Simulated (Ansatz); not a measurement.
H4BN2, SMILES `N[B-]N` (excited triplet) (charge -1, multiplicity 3). This triplet is an excited state, 0.75 eV above the relaxed singlet at the level frozen-core CCSD(T)/aug-cc-pVDZ // PBE0-D3(BJ)/def2-TZVPD (Ansatz, an electronic-structure program).

Calculation: CAM-B3LYP/aug-cc-pVTZ // PBE0-D3(BJ)/def2-TZVPD (Ansatz).

Ansatz 0.2 input:
```yaml
crystal:
  periodic: [false, false, false]
  atoms:
    - { symbol: N, position_ang: [-1.265286, -0.173504, 0.077089] }
    - { symbol: B, position_ang: [0.029934, -0.488048, -0.336913] }
    - { symbol: N, position_ang: [1.268822, 0.115938, -0.117217] }
    - { symbol: H, position_ang: [-2.054361, -0.746733, -0.191214] }
    - { symbol: H, position_ang: [-1.5225, 0.612648, 0.652715] }
    - { symbol: H, position_ang: [1.426416, 0.950055, 0.425901] }
    - { symbol: H, position_ang: [2.116976, -0.270356, -0.51036] }
basis:
  gaussian: { orbitals: aug-cc-pVTZ }
hamiltonian:
  xc: cam_b3lyp
total_charge: -1
magnetization:
  spin_polarized: true
  initial_magnetization: 2
```

Output:

```
Functional definition: CAM-B3LYP
901 factors; their error is unknown
389 factors; integrals over basis functions are off by at most 2.6e-5 eV
mean field evaluation 1: about -3718.0579 eV, gradient 2.7e1 eV
mean field evaluation 2: about -3717.9503 eV, gradient 2.8e1 eV
mean field evaluation 4: about -3720.9445 eV, gradient 4.9e-1 eV
mean field evaluation 8: about -3720.9421 eV, gradient 1.7e-1 eV
mean field evaluation 16: about -3720.9448 eV, gradient 6.4e-3 eV
mean field evaluation 32: about -3720.7214 eV, gradient 1.8e0 eV
a density is far from that of the atoms, so the factors are made again for it
1332 factors; integrals over basis functions are off by at most 7.6e-4 eV
401 factors; integrals over basis functions are off by at most 2.6e-5 eV
mean field -3720.94483086 eV, -136.7422003873 hartree, gradient 2.3e-5 eV, S^2 2.001697; 0 other end points of the search recorded, 0 dependent functions left out
reference -3720.94491284 eV, -136.7422033997 hartree; 13, 11 occupied and 217, 219 virtual orbitals, 1332 factors
Total energy: -3720.94491284 eV, -136.7422033997 hartree
```
